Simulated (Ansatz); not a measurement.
C2H10O4Si2 (`C[SiH](O)O[Si](C)(O)O`), 18 atoms. The species carries charge 0 and has multiplicity 1. All runs use 3 threads of an AMD EPYC 7R13 on a shared host and a share of an NVIDIA H100 80 GB. Correlated methods freeze the cores.

Problem. How many basis functions does each run have, and how long does it take in Ansatz? RKS PBE0-D4/def2-SVP energy; RKS ωB97X-V/def2-TZVPP energy; RHF-CCSD(T)/def2-TZVPP energy; direct RPA on PBE orbitals/def2-TZVPP energy; RKS CAM-B3LYP-D4/def2-TZVPP energy; RHF-CCSD(T)/def2-SVP energy; RKS ωB97M-V/def2-QZVPP energy; RKS r2SCAN-D4/def2-TZVPP energy and forces; RKS r2SCAN0-D4/def2-TZVPP energy; RKS PBE0-D4/def2-TZVP relaxation (18 steps); RHF-MP2/def2-QZVPP energy; RKS PBE0-D4/def2-QZVPP energy. (An estimate is asked.)

Solution. Ansatz gave: Other jobs shared the machine, so times are rough.

```tsv
level	job	functions	wall time	peak host memory (GiB)
RKS PBE0-D4/def2-SVP	energy	170	1.6 s	0.83
RKS ωB97X-V/def2-TZVPP	energy	410	2.5 s	1
direct RPA on PBE orbitals/def2-TZVPP	energy	410	2.8 s	1.9
RKS PBE0-D4/def2-QZVPP	energy	782	3.2 s	1.3
RHF-CCSD(T)/def2-SVP	energy	170	3.2 s	0.78
RKS r2SCAN0-D4/def2-TZVPP	energy	410	3.3 s	0.94
RKS r2SCAN-D4/def2-TZVPP	energy and forces	410	3.5 s	0.94
RKS CAM-B3LYP-D4/def2-TZVPP	energy	410	3.8 s	0.93
RHF-MP2/def2-QZVPP	energy	782	4.2 s	1.4
RKS ωB97M-V/def2-QZVPP	energy	782	4.4 s	1.4
RHF-CCSD(T)/def2-TZVPP	energy	410	21 s	1.7
RKS PBE0-D4/def2-TZVP	relaxation (18 steps)	320	22 s	0.98
```
